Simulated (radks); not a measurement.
The nuclear charge of the cadmium ion Cd+ is varied continuously with 47 electrons held in [Kr] 4d10 5s1. All-electron calculation, Dirac Kohn-Sham, PBE, spin-unpolarised, spherical densities, finite nucleus; Fermi nuclear charge, rms radius 4.6087 fm. Program: a radial shooting solver on a logarithmic mesh with Libxc functionals. By the Hellmann-Feynman theorem dE/dZ = E(electron-nucleus)/Z, the electronic potential at the nucleus (averaged over a nucleus of fixed radius).

[
 {"Z": "47", "E (hartree)": "-5317.12779", "E(electron-nucleus)/Z (hartree)": "-274.357", "HOMO": "5s1/2", "e(HOMO) (eV)": "-4.406", "<r> HOMO (bohr)": "3.166"},
 {"Z": "47.1", "E (hartree)": "-5344.60438", "E(electron-nucleus)/Z (hartree)": "-275.174", "HOMO": "5s1/2", "e(HOMO) (eV)": "-5.168", "<r> HOMO (bohr)": "3.096"},
 {"Z": "47.2", "E (hartree)": "-5372.16267", "E(electron-nucleus)/Z (hartree)": "-275.991", "HOMO": "5s1/2", "e(HOMO) (eV)": "-5.955", "<r> HOMO (bohr)": "3.033"},
 {"Z": "47.3", "E (hartree)": "-5399.80263", "E(electron-nucleus)/Z (hartree)": "-276.808", "HOMO": "5s1/2", "e(HOMO) (eV)": "-6.766", "<r> HOMO (bohr)": "2.973"},
 {"Z": "47.4", "E (hartree)": "-5427.52425", "E(electron-nucleus)/Z (hartree)": "-277.624", "HOMO": "5s1/2", "e(HOMO) (eV)": "-7.601", "<r> HOMO (bohr)": "2.918"},
 {"Z": "47.5", "E (hartree)": "-5455.32750", "E(electron-nucleus)/Z (hartree)": "-278.441", "HOMO": "5s1/2", "e(HOMO) (eV)": "-8.458", "<r> HOMO (bohr)": "2.867"},
 {"Z": "47.6", "E (hartree)": "-5483.21236", "E(electron-nucleus)/Z (hartree)": "-279.257", "HOMO": "5s1/2", "e(HOMO) (eV)": "-9.336", "<r> HOMO (bohr)": "2.819"},
 {"Z": "47.7", "E (hartree)": "-5511.17883", "E(electron-nucleus)/Z (hartree)": "-280.073", "HOMO": "5s1/2", "e(HOMO) (eV)": "-10.236", "<r> HOMO (bohr)": "2.773"},
 {"Z": "47.8", "E (hartree)": "-5539.22689", "E(electron-nucleus)/Z (hartree)": "-280.889", "HOMO": "5s1/2", "e(HOMO) (eV)": "-11.156", "<r> HOMO (bohr)": "2.730"},
 {"Z": "47.9", "E (hartree)": "-5567.35654", "E(electron-nucleus)/Z (hartree)": "-281.704", "HOMO": "5s1/2", "e(HOMO) (eV)": "-12.097", "<r> HOMO (bohr)": "2.689"},
 {"Z": "48", "E (hartree)": "-5595.56777", "E(electron-nucleus)/Z (hartree)": "-282.520", "HOMO": "5s1/2", "e(HOMO) (eV)": "-13.057", "<r> HOMO (bohr)": "2.651"},
 {"Z": "48.1", "E (hartree)": "-5623.86059", "E(electron-nucleus)/Z (hartree)": "-283.336", "HOMO": "5s1/2", "e(HOMO) (eV)": "-14.036", "<r> HOMO (bohr)": "2.614"},
 {"Z": "48.2", "E (hartree)": "-5652.23500", "E(electron-nucleus)/Z (hartree)": "-284.152", "HOMO": "5s1/2", "e(HOMO) (eV)": "-15.034", "<r> HOMO (bohr)": "2.578"},
 {"Z": "48.3", "E (hartree)": "-5680.69099", "E(electron-nucleus)/Z (hartree)": "-284.968", "HOMO": "5s1/2", "e(HOMO) (eV)": "-16.051", "<r> HOMO (bohr)": "2.544"},
 {"Z": "48.4", "E (hartree)": "-5709.22859", "E(electron-nucleus)/Z (hartree)": "-285.784", "HOMO": "5s1/2", "e(HOMO) (eV)": "-17.086", "<r> HOMO (bohr)": "2.512"},
 {"Z": "48.5", "E (hartree)": "-5737.84778", "E(electron-nucleus)/Z (hartree)": "-286.600", "HOMO": "5s1/2", "e(HOMO) (eV)": "-18.140", "<r> HOMO (bohr)": "2.481"},
 {"Z": "48.6", "E (hartree)": "-5766.54860", "E(electron-nucleus)/Z (hartree)": "-287.416", "HOMO": "5s1/2", "e(HOMO) (eV)": "-19.211", "<r> HOMO (bohr)": "2.451"},
 {"Z": "48.7", "E (hartree)": "-5795.33103", "E(electron-nucleus)/Z (hartree)": "-288.233", "HOMO": "5s1/2", "e(HOMO) (eV)": "-20.299", "<r> HOMO (bohr)": "2.422"},
 {"Z": "48.8", "E (hartree)": "-5824.19510", "E(electron-nucleus)/Z (hartree)": "-289.049", "HOMO": "5s1/2", "e(HOMO) (eV)": "-21.405", "<r> HOMO (bohr)": "2.394"},
 {"Z": "48.9", "E (hartree)": "-5853.14083", "E(electron-nucleus)/Z (hartree)": "-289.866", "HOMO": "5s1/2", "e(HOMO) (eV)": "-22.527", "<r> HOMO (bohr)": "2.368"},
 {"Z": "49", "E (hartree)": "-5882.16822", "E(electron-nucleus)/Z (hartree)": "-290.682", "HOMO": "5s1/2", "e(HOMO) (eV)": "-23.667", "<r> HOMO (bohr)": "2.342"}
]

The central difference of E at Z = 48 is -282.520 hartree, to compare with the third column; the second derivative is -8.16 hartree.
